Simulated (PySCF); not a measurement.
Al(F)2(OSiH3) (AlF2H3OSi), SMILES [F][Al]([F])[O][SiH3].

Coordinates come from a B3LYP-D3(BJ)/def2-SVP optimisation. The structure was generated by enumeration; whether it is a known compound was not checked. The values are those of a single conformer.

These are C-PCM-PBE0/def2-SVP run with PySCF values and carry that method's errors.

The values are the electrostatic part of the solvation free energy, E(continuum) − E(gas) at the gas-phase geometry, in a cavity of scaled van der Waals radii (PySCF's table); cavitation and dispersion terms are not included. A continuum can't describe solvent molecules that bind to the metal. In vacuum the orbital gap is 8.01 eV. The dipole moment in vacuum is 1.48 D.

Computed values in water (ε = 78.36), cyclohexanone (ε = 15.62), dichloromethane (ε = 8.93):
```json
[
 {"solvent": "water", "ε": "78.36", "ΔG(elec) (kcal/mol)": "-7.1", "dipole (D)": "1.52", "gap (eV)": "8.20"},
 {"solvent": "cyclohexanone", "ε": "15.62", "ΔG(elec) (kcal/mol)": "-6.7", "dipole (D)": "1.52", "gap (eV)": "8.19"},
 {"solvent": "dichloromethane", "ε": "8.93", "ΔG(elec) (kcal/mol)": "-6.3", "dipole (D)": "1.52", "gap (eV)": "8.18"}
]
```
